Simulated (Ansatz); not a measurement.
**Ligand exchange: KCl + SiH3(SH) → KSH + SiH3Cl**

Species: KCl, singlet; SiH3(SH) (sulfanylsilane), singlet; KSH `[SH][K]`, singlet; SiH3Cl (chlorosilane) `[SiH3]Cl`, singlet. The partners trade Cl for SH: K–Cl and Si–SH bonds give way to K–SH and Si–Cl.

Shapes, held fixed at every level: PBE0-D4/def2-TZVP. Programs: Ansatz 0.2.0. The zero-point and thermal change to 298 K, harmonic and unscaled (PBE0-D4/def2-TZVP), is -2.5 kJ/mol.

(1) Estimate ΔH(298 K) of this reaction.

## Answers

(1) The highest level, CCSD(T)/def2-TZVPP, gives ΔH(298 K) = +44.8 kJ/mol; the levels span +44.6 to +52.0. The column of differences is taken from that level and isn't an error. No measured value is set beside it here. Correlated rows may include outer-core shells of K, which these sets cover unevenly. Times are processor times on shared x86 and Arm servers, and rough.

```tsv
level	kind	ΔH(298 K) (kJ/mol)	less CCSD(T)/def2-TZVPP	CPU time (sum over the molecules)
HF/def2-SVP	Hartree–Fock	+52.0	+7.2	–
PBE-D4/def2-TZVPP	GGA	+46.4	+1.6	9.4 s
B3LYP-D4/def2-TZVPP	global hybrid	+47.5	+2.7	14 s
BHLYP-D4/def2-TZVPP	global hybrid	+49.7	+4.9	12 s
r2SCAN0-D4/def2-TZVPP	global hybrid	+50.6	+5.8	19 s
MP2/def2-TZVPP	perturbation theory	+44.6	-0.2	–
CCSD(T)/def2-TZVPP	coupled cluster or CI	+44.8	0.0	28 s
```
